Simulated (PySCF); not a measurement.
# Static response to an electric field

Species: CH9BN2.
Cartesian coordinates in Å at the PBE0-D3(BJ)/def2-SVP level; atoms count from 1:
```xyz
13
CH9BN2 angstrom
C     -2.0448    0.0244   -0.3612
N     -0.7280   -0.2882    0.1846
B      0.4737    0.8474   -0.0947
N      1.6921    0.3002    0.5724
H     -2.3832    0.9787    0.0632
H     -2.7870   -0.7587   -0.1459
H     -1.9525    0.1552   -1.4473
H     -0.7558   -0.4118    1.1980
H     -0.3643   -1.1687   -0.1833
H      0.5138    0.8960   -1.3270
H     -0.0011    1.8678    0.4113
H      2.0546    0.8612    1.3350
H      2.4649    0.0865   -0.0477
```

Level: wB97X-D/def2-SVPD (PySCF), static field, nuclei fixed, core orbitals frozen in the response. The polarisability tensor in these axes (au):

```
x   57.15  1.25  2.08
y    1.25 49.06 -0.46
z    2.08 -0.46 48.45
```

**Question.** Diagonalise the tensor; give its mean and Δα, where Δα² is half the sum of the squared differences of the eigenvalues.

**Answer.** Principal values 47.59, 49.31 and 57.76 au; mean 51.55 au = 7.64 Å³ = 8.50 × 10⁻⁴⁰ C²·m²/J; Δα = 9.43 au (18 % of the mean).

**Question.** What is the dipole moment, and where does it point?

**Answer.** (-2.75, -2.47, 0.57) D, 3.74 D in size, pointing from the negative to the positive side. Measured along this direction, the outermost atoms are H13 and H12 at the negative end and H6 at the positive end.

**Question.** Rayleigh depolarisation ratio (linearly polarised light, static tensor)?

**Answer.** ρ = 3Δα²/(45ᾱ² + 4Δα²) = 267.0/(119589 + 356.0) = 0.00223.

**Question.** Refractivity n − 1 of an ideal gas of it at 298.15 K and 1 atm, from the electronic α?

**Answer.** N = p/kT = 2.4615 × 10¹⁹ cm⁻³, so n − 1 = 2π × N × 7.64 × 10⁻²⁴ cm³ = 1181 × 10⁻⁶ at long wavelengths.

**Question.** How large is μ²/3kT at 273 K beside α?

**Answer.** In Gaussian units μ²/3kT = 123.85 Å³ against 7.64 Å³, a ratio of 16.21; the Debye molar polarisation (4π/3)N_A(α + μ²/3kT) is 331.7 cm³/mol, leaving out the vibrational part.

The structure is a single PBE0-D3(BJ)/def2-SVP conformer in the gas phase; no vibrational or solvent corrections.

The run behind these numbers computed excited states and ΔSCF ions as well. Time: 42 s wall. Hardware: Arm Neoverse N1, one thread, on a shared host.
